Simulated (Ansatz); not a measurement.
C₃H₉N, charge -1, doublet, at the geometry of the source list (a state made from the parent by changing its charge; the spin is typed, not shown lowest) (a gas-phase anion, which may not be bound at this level); CCSD/6-31G** (Ansatz, an electronic-structure program).

Input for Ansatz:
Ansatz 0.2 input:
```yaml
crystal:
  periodic: [false, false, false]
  atoms:
    - {symbol: C, position_ang: [-1.84920000, -0.01180000, 0.24420000]}
    - {symbol: C, position_ang: [-0.45170000, -0.44620000, -0.17220000]}
    - {symbol: N, position_ang: [0.50820000, 0.61060000, 0.09070000]}
    - {symbol: C, position_ang: [1.86330000, 0.24610000, -0.26290000]}
    - {symbol: H, position_ang: [-2.12030000, 0.90360000, -0.27380000]}
    - {symbol: H, position_ang: [-2.57180000, -0.78570000, -0.00010000]}
    - {symbol: H, position_ang: [-1.88760000, 0.17370000, 1.31550000]}
    - {symbol: H, position_ang: [-0.18660000, -1.38970000, 0.34160000]}
    - {symbol: H, position_ang: [-0.43000000, -0.64000000, -1.24940000]}
    - {symbol: H, position_ang: [0.46920000, 0.85900000, 1.07650000]}
    - {symbol: H, position_ang: [2.52560000, 1.07800000, -0.03140000]}
    - {symbol: H, position_ang: [1.90260000, 0.05650000, -1.33590000]}
    - {symbol: H, position_ang: [2.22840000, -0.65400000, 0.25730000]}
basis:
  gaussian:
    orbitals: 6-31G__.json
total_charge: -1
magnetization: {spin_polarized: true, initial_magnetization: 1}
correlation: {method: ccsd, electrons: outside_noble_gas}
```
The basis file holds 6-31G** in the JSON format of the Basis Set Exchange.

It wrote (shortened):

```
Functional definition: HF
1040 factors; integrals over basis functions are off by at most 1.2e-3 eV
mean field evaluation 1: about -4707.5237 eV, gradient 1.7e1 eV
mean field evaluation 2: about -4707.5849 eV, gradient 1.7e1 eV
mean field evaluation 4: about -4709.4902 eV, gradient 2.0e0 eV
mean field evaluation 8: about -4709.5523 eV, gradient 3.3e-1 eV
mean field evaluation 16: about -4709.5819 eV, gradient 2.3e-4 eV
mean field evaluation 32: about -4709.5817 eV, gradient 4.5e-2 eV
mean field evaluation 64: about -4709.5809 eV, gradient 1.8e-1 eV
mean field evaluation 96: about -4708.4867 eV, gradient 4.4e-2 eV
mean field evaluation 128: about -4709.4815 eV, gradient 1.5e0 eV
mean field evaluation 160: about -4707.2779 eV, gradient 3.2e0 eV
mean field evaluation 192: about -4706.9886 eV, gradient 1.7e0 eV
mean field -4709.58190236 eV, -173.0739426424 hartree, gradient 2.6e-6 eV, S^2 0.753542; 10 other end points of the search recorded, 0 dependent functions left out
determinant -4709.58190236 eV, -173.0739426424 hartree, with singles and doubles -4728.44380982 eV, -173.7671049565 hartree
determinant -4708.48822572 eV, -173.0337507673 hartree, with singles and doubles -4727.43636059 eV, -173.7300818804 hartree
determinant -4707.44715685 eV, -172.9954921920 hartree, with singles and doubles -4726.27446668 eV, -173.6873830666 hartree
determinant -4707.26549565 eV, -172.9888162660 hartree, with singles and doubles -4726.20794448 eV, -173.6849384207 hartree
4 core orbitals not correlated
reference -4709.58190236 eV, -173.0739426424 hartree; 14, 13 occupied and 87, 88 virtual orbitals, 1040 factors
second order -17.49585679 eV of doubles, -0.00000000 eV of singles
cycle   1  -18.86251849 eV  change   -6.1e-4 eV  update   5.3e-3
cycle   2  -18.86445719 eV  change   -1.9e-3 eV  update   4.4e-3
cycle   3  -18.86225690 eV  change    2.2e-3 eV  update   2.9e-3
cycle   4  -18.86263400 eV  change   -3.8e-4 eV  update   1.7e-3
cycle   5  -18.86637015 eV  change   -3.7e-3 eV  update   6.8e-4
cycle   6  -18.86729608 eV  change   -9.3e-4 eV  update   3.3e-4
cycle   7  -18.86676858 eV  change    5.3e-4 eV  update   1.4e-4
cycle   8  -18.86664172 eV  change    1.3e-4 eV  update   6.3e-5
cycle   9  -18.86669266 eV  change   -5.1e-5 eV  update   3.6e-5
cycle  10  -18.86672074 eV  change   -2.8e-5 eV  update   2.3e-5
Total energy: -4728.44862310 eV, -173.7672818412 hartree
```
